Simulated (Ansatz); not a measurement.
In₄As₅H₁₆⁺. Charge 1, multiplicity 3. Geometry r2SCAN-D4/def2-SVP, that of the charge +1 singlet.

```csv
atom,x (Å),y (Å),z (Å)
In1,-0.7640,0.0280,2.6385
In2,-1.3124,2.8298,-1.4872
In3,3.3522,0.3276,-0.0181
In4,-0.6562,-2.0976,-1.6471
As5,1.8798,0.0108,2.2927
As6,-1.5375,2.1273,1.1791
As7,-1.4175,-1.9627,0.9380
As8,-1.5921,0.2619,-2.4689
As9,1.9579,-1.6364,-1.3677
H10,-1.4016,-0.1410,4.2190
H11,0.3568,3.1396,-1.6762
H12,-2.8023,3.5836,-1.8421
H13,4.8768,-0.3610,0.3140
H14,2.7216,1.7758,-0.6727
H15,-1.1529,-3.5167,-2.4672
H16,2.3668,1.0168,3.3094
H17,2.3283,-1.2220,3.0425
H18,-0.9729,3.2841,1.9721
H19,-2.9723,2.3154,1.6151
H20,-2.9182,-2.1234,0.9773
H21,-1.0723,-3.2749,1.6004
H22,-3.0529,-0.0299,-2.7250
H23,-1.1716,0.2937,-3.9209
H24,2.5122,-2.9954,-1.0060
H25,2.4445,-1.6334,-2.7990
```

In the def2 sets In takes a core potential; there is no spin–orbit coupling. Single mean-field runs in def2-TZVP are fitted with def2-universal-jkfit. At PBE-D4/def2-TZVP the gap within one spin of the charge 1 triplet nearly closes, so an electron or hole may be smeared out by delocalisation error. At PBE0-D4/def2-TZVP a singlet of charge 1 lies 4.69 eV below the triplet at the same geometry.

(1) Estimate the α-spin orbital energies around the gap (eV) in Ansatz with PBE-D4/def2-TZVP, PBE0-D4/def2-TZVP.

## Answers

(1) 
| orbital | PBE-D4/def2-TZVP | PBE0-D4/def2-TZVP |
| --- | --- | --- |
| HOMO−5 | -10.21 | -11.31 |
| HOMO−4 | -10.02 | -10.93 |
| HOMO−3 | -9.93 | -10.83 |
| HOMO−2 | -9.77 | -10.78 |
| HOMO−1 | -9.67 | -10.53 |
| HOMO | -5.53 | -6.10 |
| LUMO | -5.33 | -4.56 |
| LUMO+1 | -5.08 | -4.39 |
| LUMO+2 | -5.03 | -4.38 |
| LUMO+3 | -4.83 | -4.17 |
| LUMO+4 | -4.62 | -3.93 |
| LUMO+5 | -4.43 | -3.82 |
| β HOMO | -9.51 | -10.40 |
| β LUMO | -9.50 | -9.16 |
